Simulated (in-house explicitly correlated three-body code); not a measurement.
Computed with an exponentially correlated three-body code. Model: two electrons around a point charge, non-relativistic, variational in 260 exponentially correlated functions (energies converged to about 1e-7 hartree, or 1e-8 relative for large Z).

For two electrons in a singlet the Kohn-Sham orbital is the square root of half the density, so the exact Kohn-Sham potential and energy parts follow from the density alone, and exchange is minus half the Hartree energy. The Kohn-Sham level equals minus the binding energy of the second electron.

Command:
```bash
python run_hyl.py task.json out
```
Settings (lengths in bohr, energies in hartree):
```
Z                      5.6
interaction_strength   1
functions              260
states_tried           13
```

Time taken, with all properties: 54 s on 1 thread of Intel(R) Xeon(R) Platinum 8259CL CPU @ 2.50GHz (Skylake/Cascade Lake) (shared host).

**Those bound S and P states to n = 4 that converged, binding against the one-electron ion.**

Given: nuclear charge 5.6.

Computed: one-electron threshold -15.68 hartree.

| term | energy (hartree) | binding (eV) | quantum defect |
| --- | --- | --- | --- |
| 1 1S | -28.0161479 | 335.68 | 0.07391 |
| 2 3S | -18.5960021 | 79.348 | 0.095202 |
| 2 1S | -18.4146356 | 74.413 | 0.033051 |
| 2 3P | ? | ? | ? |
| 2 1P | -18.2969524 | 71.211 | -0.010689 |
| 3 3S | -16.9301457 | 34.018 | 0.090874 |
| 3 1S | -16.882149 | 32.712 | 0.033368 |
| 3 3P | -16.8807277 | 32.673 | 0.031613 |
| 3 1P | -16.8480691 | 31.785 | -0.0095985 |
| 4 3S | -16.3718802 | 18.827 | 0.089544 |
| 4 1S | ? | ? | ? |
| 4 3P | -16.3517544 | 18.279 | 0.031398 |
| 4 1P | -16.3382273 | 17.911 | -0.0091738 |

Problem. What belongs in the row 2 3P?

Solution. energy (hartree): -18.412248; binding (eV): 74.348; quantum defect: 0.032192.

Problem. What belongs in the row 4 1S?

Solution. energy (hartree): -16.352473; binding (eV): 18.299; quantum defect: 0.033519.

**Electric-dipole lines between converged S and P states, rate of the upper state's decay.**

| s state | p state | p minus s (eV) | oscillator strength from s | rate (1/s) |
| --- | --- | --- | --- | --- |
| 1 1S | 2 1P | 264.47 | 0.63346 | 6.4087e+11 |
| 1 1S | 3 1P | 303.9 | 0.13871 | 1.8529e+11 |
| 1 1S | 4 1P | 317.77 | 0.053001 | 7.7411e+10 |
| 2 1S | 2 1P | 3.2023 | 0.10054 | 1.4913e+07 |
| 2 1S | 3 1P | 42.628 | 0.34531 | 9.0761e+09 |
| 2 1S | 4 1P | 56.502 | 0.089023 | 4.1107e+09 |
| 3 1S | 2 1P | -38.499 | -0.065042 | 4.1831e+09 |
| 3 1S | 3 1P | 0.92736 | 0.17443 | 2.1697e+06 |
| 3 1S | 4 1P | 14.801 | 0.37136 | 1.1767e+09 |
| 4 1S | 2 1P | -52.912 | -0.013805 | 1.6771e+09 |
| 4 1S | 3 1P | -13.486 | -0.14489 | 1.1435e+09 |
| 4 1S | 4 1P | 0.38765 | 0.24263 | 527350 |
| 2 3S | 2 3P | 5.0002 | 0.14233 | 5.1469e+07 |
| 2 3S | 3 3P | ? | ? | ? |
| 2 3S | 4 3P | 61.069 | 0.082036 | 4.4253e+09 |
| 3 3S | 2 3P | -40.33 | -0.070452 | 4.9724e+09 |
| 3 3S | 3 3P | 1.3447 | 0.23791 | 6.2227e+06 |
| 3 3S | 4 3P | ? | ? | ? |
| 4 3S | 2 3P | -55.521 | -0.014401 | 1.9263e+09 |
| 4 3S | 3 3P | -13.846 | -0.1598 | 1.3294e+09 |
| 4 3S | 4 3P | 0.54765 | 0.32747 | 1.4206e+06 |

Problem. What belongs in the row 2 3S 3 3P?

Solution. p minus s (eV): 46.675; oscillator strength from s: 0.3075; rate (1/s): 9.6895e+09.

Problem. What belongs in the row 3 3S 4 3P?

Solution. p minus s (eV): 15.739; oscillator strength from s: 0.32988; rate (1/s): 1.1819e+09.

**Exact Kohn-Sham parts of the ground state from its density.**

Computed: total energy -28.0161479 hartree; Kohn-Sham kinetic 27.973 hartree; Hartree energy 6.5541 hartree; exchange energy -3.2771 hartree; DFT correlation energy -0.044942 hartree; kinetic part of the DFT correlation energy 0.042932 hartree; potential part of the DFT correlation energy -0.087874 hartree; exact minus restricted Hartree-Fock -0.04494 hartree; restricted Hartree-Fock level -335.98 eV; dipole polarisability 0.012046 bohr³.

Problem. What is the C6 of two such species?

Solution. 0.0012512 hartree·bohr⁶.

Problem. What is the Kohn-Sham level?

Solution. -335.68 eV.

**Functionals on the exact density and self-consistent, errors are functional minus exact, hybrids only self-consistent, a dash where a self-consistent run leaves the top level unbound.**

```
       result  exchange error (millihartree)  correlation error (millihartree)  functional driven error (millihartree)  density driven error (millihartree)  self consistent total error (millihartree)  top level plus exact binding (eV)
B3LYP VWN-RPA                              -                                 -                                       -                                    -                                      15.349                             24.765
         BLYP                         20.851                           -4.9975                                  15.854                              -1.4894                                      14.364                             31.288
         AM05                              ?                                 ?                                       ?                                    ?                                           ?                                  ?
     LDA VWN5                         462.56                           -125.11                                  337.44                              -2.4436                                         335                             34.489
         TPSS                        -3.7916                           -2.9935                                 -6.7851                             -0.34195                                     -7.1271                             29.457
        HSE06                              -                                 -                                       -                                    -                                      38.541                              24.02
         PW91                         50.358                           -11.678                                   38.68                               -1.349                                      37.331                             31.503
         SCAN                        -4.2075                            2.2389                                 -1.9686                             -0.31057                                     -2.2792                             28.393
         OLYP                              ?                                 ?                                       ?                                    ?                                           ?                                  ?
       r2SCAN                        -4.2075                            2.2389                                 -1.9686                             -0.31057                                     -2.2792                             28.393
```

Problem. What belongs in the row AM05?

Solution. exchange error (millihartree): 357.26; correlation error (millihartree): -102.53; functional driven error (millihartree): 254.72; density driven error (millihartree): -1.6429; self consistent total error (millihartree): 253.08; top level plus exact binding (eV): 34.145.

Problem. What belongs in the row OLYP?

Solution. exchange error (millihartree): 14.329; correlation error (millihartree): -4.9975; functional driven error (millihartree): 9.3314; density driven error (millihartree): -1.4192; self consistent total error (millihartree): 7.9122; top level plus exact binding (eV): 31.344.

The density-driven part is never positive, since each functional's own density lowers its energy. Here it is small beside the functional-driven part (median ratio 0.072), the normal case.
